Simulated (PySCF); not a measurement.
PySCF input file for C2H5N, SMILES N(C)=C, TDA-CAM-B3LYP/def2-SVPD. Geometry optimised at PBE0-D3(BJ)/def2-TZVP.

```python
import numpy as np
from pyscf import gto, scf, dft, tdscf

mol = gto.M(
    atom='''
    C     0.13353564    1.13800441    0.00000000
    N    -0.53185979   -0.13779706   -0.00000000
    C     0.18042620   -1.17338436   -0.00000000
    H    -0.18655449    1.70666213   -0.87705204
    H    -0.18655450    1.70666214    0.87705204
    H     1.23095110    1.06422005   -0.00000000
    H     1.27997939   -1.14869780    0.00000001
    H    -0.29857398   -2.15198734    0.00000000
    ''',
    basis='def2-SVPD',
    charge=0,
    spin=0,
    symmetry=True,
    max_memory=1600,
    verbose=4,
)
mf = dft.RKS(mol, xc='cam-b3lyp').density_fit(auxbasis='def2-universal-jkfit')
mf.grids.level = 3
mf.conv_tol = 1e-9
mf.max_cycle = 100
mf.kernel()
mf.grids = dft.Grids(mol).set(level=1).build(with_non0tab=True)  # coarser grid for the response kernel
td = tdscf.TDA(mf)
td.singlet = True
td.nstates = 10
td.conv_tol = 1e-4
td.positive_eig_threshold = 1e-6
td.kernel(x0=td.get_init_guess(mf, 15))
td.analyze()
tt = tdscf.TDA(mf)
tt.singlet = False
tt.nstates = 4
tt.conv_tol = 1e-4
tt.positive_eig_threshold = 1e-6
tt.kernel(x0=tt.get_init_guess(mf, 9))
tt.analyze(verbose=3)
```

Program output:

```
PySCF version 2.14.0

[INPUT] verbose = 4
[INPUT] num. atoms = 8
[INPUT] num. electrons = 24
[INPUT] charge = 0
[INPUT] spin (= nelec alpha-beta = 2S) = 0
[INPUT] symmetry True subgroup None
[INPUT] Mole.unit = angstrom
[INPUT] Symbol           X                Y                Z      unit          X                Y                Z       unit  Magmom
[INPUT]  1 C      0.133535640000   1.138004410000   0.000000000000 AA    0.252345787469   2.150516663447   0.000000000000 Bohr   0.0
[INPUT]  2 N     -0.531859790000  -0.137797060000   0.000000000000 AA   -1.005069339769  -0.260398704170   0.000000000000 Bohr   0.0
[INPUT]  3 C      0.180426200000  -1.173384360000   0.000000000000 AA    0.340956103696  -2.217375079248   0.000000000000 Bohr   0.0
[INPUT]  4 H     -0.186554490000   1.706662130000  -0.877052040000 AA   -0.352536893408   3.225124012867  -1.657388152591 Bohr   0.0
[INPUT]  5 H     -0.186554500000   1.706662140000   0.877052040000 AA   -0.352536912305   3.225124031764   1.657388152591 Bohr   0.0
[INPUT]  6 H      1.230951100000   1.064220050000   0.000000000000 AA    2.326160451732   2.011084430771   0.000000000000 Bohr   0.0
[INPUT]  7 H      1.279979390000  -1.148697800000   0.000000010000 AA    2.418810492188  -2.170724241890   0.000000018897 Bohr   0.0
[INPUT]  8 H     -0.298573980000  -2.151987340000   0.000000000000 AA   -0.564223050121  -4.066666696131   0.000000000000 Bohr   0.0

nuclear repulsion = 72.5171312428847
point group symmetry = Cs
symmetry origin: [2.36215762e-09 4.72431538e-09 7.87385885e-10]
symmetry axis x: [1.00000000e+00 1.05840973e-09 9.93328569e-10]
symmetry axis y: [ 1.05840973e-09 -1.00000000e+00  9.86571887e-11]
symmetry axis z: [-9.93328570e-10  9.86572407e-11  1.00000000e+00]
num. orbitals of irrep A' = 68
num. orbitals of irrep A" = 32
number of shells = 44
number of NR pGTOs = 140
number of NR cGTOs = 100
basis = def2-SVPD
ecp = {}


[settings echo left out]
init E= -133.960841123605
HOMO (A') = -0.296381556961703  LUMO (A") = -0.058834457008397  gap/eV = 6.46399
cycle= 1 E= -133.754756247096  delta_E= 0.206  |g|= 0.262  |ddm|= 3.72
HOMO (A') = -0.265929836989991  LUMO (A") = 0.0485484523706462  gap/eV = 8.55739
cycle= 2 E= -133.747105018693  delta_E= 0.00765  |g|= 0.353  |ddm|= 0.959
HOMO (A') = -0.320369165900023  LUMO (A") = 0.0315438284672562  gap/eV = 9.57604
cycle= 3 E= -133.773958052801  delta_E= -0.0269  |g|= 0.0306  |ddm|= 0.487
HOMO (A') = -0.323700456775713  LUMO (A") = 0.0305059101672044  gap/eV = 9.63845
cycle= 4 E= -133.774185094317  delta_E= -0.000227  |g|= 0.00959  |ddm|= 0.0568
HOMO (A') = -0.32262811798606  LUMO (A") = 0.0323978087783832  gap/eV = 9.66075
cycle= 5 E= -133.774208170504  delta_E= -2.31e-05  |g|= 0.00271  |ddm|= 0.0175
HOMO (A') = -0.323177698317141  LUMO (A") = 0.0318192438612485  gap/eV = 9.65996
cycle= 6 E= -133.774210422746  delta_E= -2.25e-06  |g|= 0.00072  |ddm|= 0.00452
HOMO (A') = -0.323139991409201  LUMO (A") = 0.0319103081690424  gap/eV = 9.66141
cycle= 7 E= -133.77421058915  delta_E= -1.66e-07  |g|= 0.000186  |ddm|= 0.0014
HOMO (A') = -0.323172385930702  LUMO (A") = 0.0319008612945145  gap/eV = 9.66204
cycle= 8 E= -133.774210599687  delta_E= -1.05e-08  |g|= 4.4e-05  |ddm|= 0.000345
HOMO (A') = -0.323173860960863  LUMO (A") = 0.0319031489101647  gap/eV = 9.66214
cycle= 9 E= -133.774210600171  delta_E= -4.85e-10  |g|= 1.14e-05  |ddm|= 6.43e-05
HOMO (A') = -0.323176056847668  LUMO (A") = 0.0319019823395419  gap/eV = 9.66217
Extra cycle  E= -133.774210600183  delta_E= -1.21e-11  |g|= 1.09e-05  |ddm|= 4.36e-05
converged SCF energy = -133.774210600183
tot grids = 27840
Overwritten attributes  positive_eig_threshold  of <class 'pyscf.tdscf.rks.TDA'>


******** <class 'pyscf.tdscf.rks.TDA'> for <class 'pyscf.df.df_jk.DFSymAdaptedRKS'> ********
nstates = 10 singlet
deg_eia_thresh = 1.000e-03
wfnsym = None
conv_tol = 0.0001
eigh lindep = 1e-12
eigh level_shift = 0
eigh max_cycle = 100


Excitation energies (eV)
[5.0646887  7.31769675 8.1143473  8.47045471 8.53601931 8.73349355
 8.97378748 9.40003419 9.41933693 9.72993927]

** Singlet excitation energies and oscillator strengths **
Excited State   1:   A"      5.06469 eV    244.80 nm  f=0.0022
      12 -> 13        0.70079
Excited State   2:   A'      7.31770 eV    169.43 nm  f=0.0318
      11 -> 13       -0.11124
      12 -> 14        0.68069
Excited State   3:   A'      8.11435 eV    152.80 nm  f=0.0089
      11 -> 13       -0.18292
      12 -> 15        0.66860
Excited State   4:   A'      8.47045 eV    146.37 nm  f=0.3069
      11 -> 13       -0.61619
      12 -> 15       -0.19575
      12 -> 16       -0.13142
      12 -> 17        0.11211
Excited State   5:   A"      8.53602 eV    145.25 nm  f=0.0008
      11 -> 14        0.69411
Excited State   6:   A"      8.73349 eV    141.96 nm  f=0.0006
       8 -> 13        0.11009
      10 -> 13        0.68488
Excited State   7:   A'      8.97379 eV    138.16 nm  f=0.2355
      12 -> 14        0.12860
      12 -> 16       -0.61631
      12 -> 17       -0.29312
Excited State   8:   A'      9.40003 eV    131.90 nm  f=0.1601
      11 -> 13        0.13718
      12 -> 16       -0.27553
      12 -> 17        0.61266
Excited State   9:   A"      9.41934 eV    131.63 nm  f=0.0496
      11 -> 15       -0.69369
Excited State  10:   A"      9.72994 eV    127.43 nm  f=0.0000
      12 -> 18        0.67368
      12 -> 21       -0.16867

** Transition electric dipole moments (AU) **
state          X           Y           Z        Dip. S.      Osc.
  1         0.0000     -0.0000     -0.1331      0.0177      0.0022
  2         0.2795      0.3154     -0.0000      0.1776      0.0318
  3         0.0137      0.2110     -0.0000      0.0447      0.0089
  4        -0.3223      1.1726     -0.0000      1.4789      0.3069
  5        -0.0000      0.0000      0.0605      0.0037      0.0008
  6         0.0000      0.0000      0.0542      0.0029      0.0006
  7         1.0348      0.0171     -0.0000      1.0711      0.2355
  8         0.3979     -0.7328      0.0000      0.6953      0.1601
  9         0.0000      0.0000     -0.4637      0.2150      0.0496
 10         0.0000      0.0000      0.0066      0.0000      0.0000

** Transition velocity dipole moments (imaginary part, AU) **
state          X           Y           Z        Dip. S.      Osc.
  1         0.0000      0.0000      0.0397      0.0016      0.0056
  2         0.0626      0.0535     -0.0000      0.0068      0.0168
  3         0.0316      0.0283     -0.0000      0.0018      0.0040
  4         0.0220      0.1725     -0.0000      0.0302      0.0648
  5        -0.0000     -0.0000      0.0353      0.0012      0.0027
  6        -0.0000      0.0000     -0.0176      0.0003      0.0006
  7         0.2654      0.0106     -0.0000      0.0705      0.1426
  8         0.0192     -0.1725      0.0000      0.0301      0.0582
  9        -0.0000      0.0000     -0.1806      0.0326      0.0628
 10        -0.0000     -0.0000     -0.0185      0.0003      0.0006

** Transition magnetic dipole moments (imaginary part, AU) **
state          X           Y           Z
  1        -0.2463      1.1753      0.0000
  2        -0.0000     -0.0000     -0.0131
  3        -0.0000     -0.0000     -0.3906
  4        -0.0000      0.0000      0.7035
  5         0.7885     -0.1379      0.0000
  6        -0.9044      0.1154     -0.0000
  7        -0.0000     -0.0000      0.0075
  8         0.0000      0.0000     -0.4140
  9         0.2523     -0.1124     -0.0000
 10         0.1522     -0.5958     -0.0000


******** <class 'pyscf.tdscf.rks.TDA'> for <class 'pyscf.df.df_jk.DFSymAdaptedRKS'> ********
nstates = 4 triplet
deg_eia_thresh = 1.000e-03
wfnsym = None
conv_tol = 0.0001
eigh lindep = 1e-12
eigh level_shift = 0
eigh max_cycle = 100


Excitation energies (eV)
[4.14634338 4.89294531 7.10195634 7.99908004]

** Triplet excitation energies and oscillator strengths **
Excited State   1:   A"      4.14634 eV    299.02 nm  f=0.0000
Excited State   2:   A'      4.89295 eV    253.39 nm  f=0.0000
Excited State   3:   A'      7.10196 eV    174.58 nm  f=0.0000
Excited State   4:   A'      7.99908 eV    155.00 nm  f=0.0000
```

The run converged.
